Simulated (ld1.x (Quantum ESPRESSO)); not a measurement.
# Before and after: RRKJ potential for carbon

```
Element                 : C
Generator               : ld1.x (Quantum ESPRESSO) 7.5
Type                    : norm-conserving RRKJ (Kleinman–Bylander form)
Functional              : revPBE
Relativity              : scalar-relativistic
Frozen core             : [He]
Valence charge          : 4
Reference configuration : 2s2 2p2
Partial waves           : 2s (bound): rc 1.15 bohr; 2p (bound): rc 3.25 bohr
Local potential         : the p channel
Core correction         : Bessel-smoothed model core, default radius (core density twice the valence density)
```

All-electron outer shells of the reference configuration (revPBE, scalar-relativistic, ld1.x):

| shell | level (eV) | outermost node (bohr) | outermost maximum (bohr) |
| --- | --- | --- | --- |
| 1s | -273.63 | – | 0.17 |
| 2s | -13.78 | 0.38 | 1.22 |
| 2p | -5.24 | – | 1.22 |

Change: all radii but the core radius scaled by about 1.10 (s 1.26, p 3.58 bohr).

Cutoffs: the cutoffs (Ry, on a coarse ladder) from which the occupation-weighted sum of valence levels, in a spherical-Bessel basis at the reference potential, stays within 10 and 1 mRy of its value at 400 Ry; they do not see the model core or the augmentation charge, which bear on the density cutoff. Errors are all-electron minus pseudo energies relative to the spin-unpolarised reference configuration.

Q: How do hardness, ghosts and transferability respond?

A: The potential gets softer (50 Ry and 70 Ry → 45 Ry and 60 Ry); of the 7 tests that both files solve, the error grows in 6 and shrinks in 1 by more than 15 % and 0.3 meV (median size 151.4 → 232.5 meV); neither file shows a bound ghost at the reference potential, the only one tested. A larger radius leaves more room for a smooth pseudo-wave, so fewer plane waves are needed.

```csv
quantity,base,changed
"cutoff, loose",50 Ry,45 Ry
"cutoff, tight",70 Ry,60 Ry
loose cutoff by channel (10 mRy a level),"s 45 Ry, p 12 Ry","s 40 Ry, p 10 Ry"
bound ghosts,none,none
"error for 2s2 2p1, meV [ΔE 10.81 eV]",+151,+233
"error for 2s2 2p0, meV [ΔE 34.89 eV]",+1420,+1939
"error for 2s1 2p0, meV [ΔE 83.10 eV]",+2757,+3676
"error for 2s2 2p2.3, meV [ΔE -1.14 eV]",-1.1,0.0
"error for 2s2 2p1.5, meV [ΔE 3.94 eV]",+18,+31
"error for 2s1 2p2, meV [ΔE 19.65 eV]",-233,-285
"error for 2s1 2p3, meV [ΔE 8.55 eV]",-52,-76
```

Changed file: These tests converged, but a pseudo level misses the all-electron one widely, so the file describes the atom poorly there or has found another state: 2s1 2p0: empty 2p by 5.3 eV.
